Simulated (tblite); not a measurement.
Record of a relaxation.

Species: C₅H₆BCl₃.
Numbering: `[CH2:1]=[C:2]1[CH2:3][C@@H:4]([B:5]([Cl:6])[Cl:7])[C@@H:8]1[Cl:9]` (hydrogens: H10, H11 on C1; H12, H13 on C3; H14 on C4; H15 on C8)

Computed with GFN2-xTB (tblite), gas phase: L-BFGS steps from a force-field or distance-geometry start until the largest atomic force falls under 0.01 eV/Å. 9 of its 73 geometries are shown.

Step 0: E = -779.5988 eV, largest atomic force 2.650 eV/Å
```
atom  x, y, z in Å  |  force x, y, z in eV/Å
C1      2.411    0.603    0.082   -1.788  -0.560  -0.041
C2      1.148    0.152    0.050    0.080  -0.054   0.539
C3      0.068   -0.160    1.075    1.075   0.956   2.225
C4     -0.921   -0.606    0.020   -1.470  -0.447   0.334
B5     -2.243    0.291   -0.089   -1.188   0.398  -0.234
Cl6    -2.141    2.132   -0.243   -0.145  -1.998   0.175
Cl7    -3.898   -0.511   -0.105    1.685   0.982   0.033
C8      0.154   -0.304   -0.982    1.244   0.758  -2.181
Cl9     0.732   -1.774   -1.832   -0.132   0.280  -0.261
H10     2.950    0.723   -0.839    0.180   0.027   0.072
H11     2.867    0.860    1.025    0.037  -0.019  -0.222
H12     0.360   -0.982    1.756   -0.176   0.630  -0.051
H13    -0.245    0.762    1.638    0.314  -0.957  -0.181
H14    -1.147   -1.698    0.117    0.085   0.862  -0.240
H15    -0.099    0.519   -1.697    0.199  -0.858   0.035
```

Step 9: E = -780.1961 eV, largest atomic force 0.112 eV/Å
```
atom  x, y, z in Å  |  force x, y, z in eV/Å
C1      2.346    0.587    0.081    0.063   0.026   0.007
C2      1.107    0.144    0.072    0.022   0.000  -0.008
C3      0.084   -0.134    1.138   -0.048  -0.031  -0.073
C4     -0.924   -0.576    0.033   -0.018   0.027  -0.013
B5     -2.251    0.282   -0.100   -0.087   0.071   0.005
Cl6    -2.155    1.994   -0.233    0.027   0.009  -0.010
Cl7    -3.804   -0.446   -0.103    0.043  -0.025   0.001
C8      0.180   -0.287   -1.028   -0.033  -0.016   0.085
Cl9     0.720   -1.739   -1.902    0.010  -0.003  -0.051
H10     2.920    0.706   -0.824   -0.059  -0.027   0.007
H11     2.842    0.847    1.002   -0.025  -0.009  -0.008
H12     0.356   -0.934    1.822    0.021   0.007   0.033
H13    -0.216    0.741    1.712    0.000   0.011   0.003
H14    -1.147   -1.641    0.089    0.064  -0.037   0.008
H15    -0.062    0.463   -1.781    0.020  -0.002   0.016
```

Step 18: E = -780.1984 eV, largest atomic force 0.030 eV/Å
```
atom  x, y, z in Å  |  force x, y, z in eV/Å
C1      2.344    0.584    0.083    0.028   0.004  -0.003
C2      1.106    0.138    0.075    0.008   0.014   0.000
C3      0.081   -0.133    1.140   -0.012  -0.007  -0.010
C4     -0.925   -0.576    0.034   -0.017  -0.009  -0.010
B5     -2.252    0.285   -0.099   -0.002  -0.005  -0.004
Cl6    -2.148    1.998   -0.238    0.000  -0.026  -0.004
Cl7    -3.798   -0.453   -0.102    0.003   0.006   0.001
C8      0.180   -0.288   -1.024   -0.018   0.014   0.019
Cl9     0.717   -1.732   -1.919   -0.006   0.006  -0.012
H10     2.906    0.696   -0.827    0.020  -0.005  -0.021
H11     2.839    0.848    1.001    0.014   0.005   0.015
H12     0.354   -0.929    1.829   -0.015   0.013   0.018
H13    -0.219    0.746    1.708    0.005  -0.005  -0.004
H14    -1.133   -1.644    0.091   -0.010  -0.011   0.004
H15    -0.056    0.469   -1.773    0.002   0.005   0.012
```

Step 27: E = -780.1997 eV, largest atomic force 0.024 eV/Å
```
atom  x, y, z in Å  |  force x, y, z in eV/Å
C1      2.349    0.577    0.083    0.009  -0.014   0.005
C2      1.111    0.132    0.082   -0.003   0.008   0.002
C3      0.077   -0.130    1.143   -0.008   0.004   0.006
C4     -0.923   -0.582    0.036   -0.009   0.000   0.000
B5     -2.253    0.274   -0.102    0.002   0.001   0.003
Cl6    -2.142    1.984   -0.252   -0.018  -0.007  -0.007
Cl7    -3.801   -0.460   -0.099    0.004   0.001   0.001
C8      0.181   -0.285   -1.019   -0.011   0.010  -0.001
Cl9     0.707   -1.710   -1.947    0.005  -0.007  -0.006
H10     2.908    0.679   -0.832    0.005  -0.001  -0.010
H11     2.851    0.849    0.994    0.004  -0.012   0.020
H12     0.340   -0.914    1.850    0.011  -0.001  -0.006
H13    -0.226    0.757    1.696    0.004   0.013  -0.002
H14    -1.126   -1.652    0.095    0.011  -0.001   0.002
H15    -0.056    0.489   -1.750   -0.007   0.006  -0.006
```

Step 36: E = -780.2017 eV, largest atomic force 0.059 eV/Å
```
atom  x, y, z in Å  |  force x, y, z in eV/Å
C1      2.367    0.541    0.091   -0.004   0.019  -0.017
C2      1.115    0.136    0.085   -0.005  -0.008   0.004
C3      0.077   -0.107    1.145   -0.019  -0.002   0.022
C4     -0.919   -0.582    0.043   -0.022   0.016  -0.008
B5     -2.266    0.248   -0.102   -0.002   0.014  -0.017
Cl6    -2.180    1.957   -0.298    0.010  -0.003   0.010
Cl7    -3.810   -0.490   -0.088    0.021  -0.052   0.018
C8      0.175   -0.261   -1.015   -0.016   0.015  -0.015
Cl9     0.692   -1.655   -1.990    0.016  -0.033  -0.009
H10     2.924    0.636   -0.824    0.044  -0.013  -0.022
H11     2.877    0.793    1.004   -0.003  -0.015   0.013
H12     0.338   -0.873    1.871    0.003  -0.009   0.016
H13    -0.228    0.794    1.673   -0.010   0.012   0.010
H14    -1.088   -1.658    0.104   -0.023   0.025   0.004
H15    -0.077    0.530   -1.721    0.010   0.033  -0.011
```

Step 45: E = -780.2070 eV, largest atomic force 0.069 eV/Å
```
atom  x, y, z in Å  |  force x, y, z in eV/Å
C1      2.406    0.445    0.102   -0.008   0.061   0.016
C2      1.123    0.151    0.086    0.040  -0.043   0.015
C3      0.073   -0.043    1.145    0.001  -0.006  -0.001
C4     -0.911   -0.557    0.051    0.000   0.005  -0.030
B5     -2.297    0.199   -0.108    0.005   0.014  -0.006
Cl6    -2.284    1.898   -0.391   -0.062  -0.014   0.026
Cl7    -3.792   -0.629   -0.036   -0.009   0.016   0.015
C8      0.164   -0.195   -1.014    0.023   0.014  -0.007
Cl9     0.658   -1.530   -2.076   -0.007  -0.013   0.004
H10     2.986    0.512   -0.802   -0.014  -0.049  -0.007
H11     2.920    0.642    1.026    0.021   0.009   0.017
H12     0.322   -0.772    1.914   -0.013  -0.001   0.000
H13    -0.239    0.884    1.624    0.005   0.004  -0.016
H14    -1.031   -1.638    0.122    0.013   0.006  -0.015
H15    -0.102    0.639   -1.664    0.004  -0.003  -0.011
```

Step 54: E = -780.2136 eV, largest atomic force 0.052 eV/Å
```
atom  x, y, z in Å  |  force x, y, z in eV/Å
C1      2.443    0.360    0.124   -0.007  -0.009  -0.007
C2      1.144    0.154    0.096    0.017  -0.049  -0.008
C3      0.068    0.018    1.139   -0.006   0.007  -0.015
C4     -0.899   -0.519    0.040   -0.007  -0.013  -0.025
B5     -2.326    0.158   -0.112   -0.004   0.010   0.002
Cl6    -2.442    1.842   -0.446   -0.005  -0.025   0.021
Cl7    -3.764   -0.760    0.036   -0.009   0.014   0.010
C8      0.174   -0.134   -1.014   -0.001   0.020  -0.008
Cl9     0.622   -1.423   -2.152    0.012   0.014   0.028
H10     3.028    0.359   -0.780   -0.001   0.013   0.011
H11     2.970    0.526    1.049   -0.019  -0.006  -0.014
H12     0.281   -0.679    1.947   -0.010   0.035  -0.015
H13    -0.241    0.974    1.558   -0.002  -0.003   0.016
H14    -0.972   -1.605    0.109    0.013  -0.019   0.015
H15    -0.091    0.737   -1.616    0.028   0.010  -0.010
```

Step 63: E = -780.2149 eV, largest atomic force 0.026 eV/Å
```
atom  x, y, z in Å  |  force x, y, z in eV/Å
C1      2.449    0.336    0.127    0.006   0.006   0.006
C2      1.147    0.151    0.095    0.000  -0.010   0.002
C3      0.064    0.035    1.133   -0.004   0.000  -0.008
C4     -0.898   -0.512    0.033   -0.001  -0.005  -0.003
B5     -2.335    0.144   -0.110    0.005   0.009  -0.008
Cl6    -2.477    1.825   -0.446    0.006   0.001   0.010
Cl7    -3.764   -0.785    0.062    0.011  -0.001   0.011
C8      0.178   -0.120   -1.018   -0.005   0.006   0.009
Cl9     0.624   -1.399   -2.167    0.005  -0.001  -0.001
H10     3.038    0.330   -0.774   -0.002  -0.001   0.011
H11     2.973    0.494    1.055    0.002  -0.004  -0.002
H12     0.265   -0.651    1.952    0.002   0.003   0.005
H13    -0.243    0.997    1.538   -0.004   0.011  -0.005
H14    -0.952   -1.599    0.107   -0.004  -0.018  -0.008
H15    -0.074    0.762   -1.608   -0.017   0.004  -0.019
```

Step 72: E = -780.2155 eV, largest atomic force 0.010 eV/Å
```
atom  x, y, z in Å  |  force x, y, z in eV/Å
C1      2.449    0.333    0.131    0.000  -0.002  -0.002
C2      1.147    0.151    0.093    0.006   0.001   0.002
C3      0.059    0.038    1.127    0.001   0.002  -0.002
C4     -0.897   -0.515    0.025   -0.001   0.000   0.004
B5     -2.334    0.142   -0.108    0.001   0.001   0.000
Cl6    -2.475    1.826   -0.430   -0.001  -0.001   0.000
Cl7    -3.761   -0.788    0.081    0.001   0.004   0.002
C8      0.180   -0.118   -1.023    0.001   0.000   0.005
Cl9     0.634   -1.396   -2.170    0.002  -0.003  -0.006
H10     3.040    0.328   -0.768    0.006  -0.004   0.001
H11     2.972    0.484    1.060   -0.009   0.002   0.000
H12     0.256   -0.640    1.955    0.005  -0.001  -0.002
H13    -0.249    1.005    1.521   -0.009   0.001   0.003
H14    -0.948   -1.602    0.099    0.001  -0.003  -0.002
H15    -0.076    0.761   -1.615   -0.003   0.003  -0.004
```

Task: Summarise the path.

Result: The energy falls by 14.22 kcal/mol from step 0 to step 72; nine tenths of that is first reached at step 5. It rises by more than 0.2 meV at step 50. The largest force goes from 2.650 to 0.010 eV/Å. Among the bonds B5–Cl6 changes most, from 1.850 to 1.719 Å; the atoms move by 0.317 Å rms after alignment.

Task: Follow the three bonds and two angles with the largest change from start to end.

Result: 
```tsv
step	E above end (kcal/mol)	largest force (eV/Å)	B5–Cl6 (Å)	B5–Cl7 (Å)	C4–C8 (Å)	C3–C2–C8 (°)	C2–C8–Cl9 (°)
0	14.22	2.650	1.850	1.839	1.500	86.0	111.2
3	2.46	0.829	1.727	1.698	1.580	91.9	113.2
6	0.80	0.266	1.713	1.711	1.548	91.5	113.0
9	0.45	0.112	1.720	1.716	1.558	92.6	114.0
13	0.41	0.033	1.719	1.713	1.556	92.4	114.1
16	0.40	0.032	1.720	1.714	1.556	92.6	114.2
19	0.39	0.039	1.721	1.713	1.556	92.7	114.4
22	0.38	0.032	1.720	1.712	1.556	92.5	114.7
25	0.37	0.034	1.720	1.712	1.556	92.5	114.9
28	0.36	0.027	1.721	1.712	1.556	92.5	114.9
31	0.35	0.043	1.720	1.712	1.556	92.5	114.9
34	0.33	0.053	1.722	1.712	1.557	92.4	115.2
38	0.29	0.077	1.722	1.712	1.555	92.4	115.3
41	0.26	0.064	1.721	1.712	1.557	92.5	115.2
44	0.21	0.074	1.723	1.711	1.557	92.4	115.6
47	0.16	0.069	1.721	1.712	1.554	92.1	116.0
50	0.14	0.268	1.713	1.711	1.553	91.8	116.9
53	0.05	0.057	1.721	1.713	1.554	91.9	116.7
56	0.03	0.032	1.719	1.713	1.553	91.9	116.6
59	0.02	0.024	1.719	1.713	1.554	91.9	116.4
63	0.01	0.026	1.720	1.714	1.554	91.8	116.6
66	0.01	0.022	1.718	1.714	1.554	91.8	116.5
69	0.00	0.016	1.719	1.713	1.554	91.8	116.3
72	0.00	0.010	1.719	1.713	1.554	91.8	116.4
```

What follows is the cost of the whole relaxation. The run took 1.1 s wall on Arm Neoverse N1, one thread, no GPU, shared host with 64 logical CPUs at a one-minute load of 62.
